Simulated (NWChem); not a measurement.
System: CH$_{3}$FMnN$_{2}$, sextet; SMILES [NH]1C=[NH]->[Mn]1[F]

```xyz
8

Mn    -0.2347    -0.6509     0.0000
F     -0.1273    -2.4526     0.0000
C     -0.3830     1.8295     0.0000
N     -0.3415     1.1330    -1.1196
N     -0.3415     1.1330     1.1196
H     -0.4489     2.9339     0.0000
H     -0.3728     1.6564    -1.9853
H     -0.3728     1.6564     1.9853
```
Atoms are numbered in this order, from 1.

All runs: NWChem. Pople sets run with spherical d functions. Spin-unrestricted. In the optimisation the excess spin sits in a' and a" (Cs, its own frame). Geometry: optimised at PBE0/def2-SVP, spin-unrestricted. No frequency run checked for a minimum. This spin state was assumed; another may lie lower. No stability test was run on the SCF state. Vzz is the largest principal value of the second derivative of the potential at the nucleus (NWChem prints the opposite sign); η is the asymmetry. Non-relativistic.

| level | Vzz Mn1 (a.u.) | η Mn1 | Vzz N5 (a.u.) | η N5 |
|---|---|---|---|---|
| PBE0/def2-SVP | ___ | 0.96 | ___ | 0.22 |
| PBE0/def2-TZVP | -1.534 | 0.85 | 0.484 | 0.09 |
| B3LYP/6-31G* | -1.176 | 0.99 | 0.529 | 0.25 |
| B3LYP/def2-SVP | 1.126 | 0.99 | 0.542 | 0.20 |

Problem. Some entries are withheld; supply them.

Solution. 
- PBE0/def2-SVP, Vzz Mn1 (a.u.): -1.146
- PBE0/def2-SVP, Vzz N5 (a.u.): 0.536
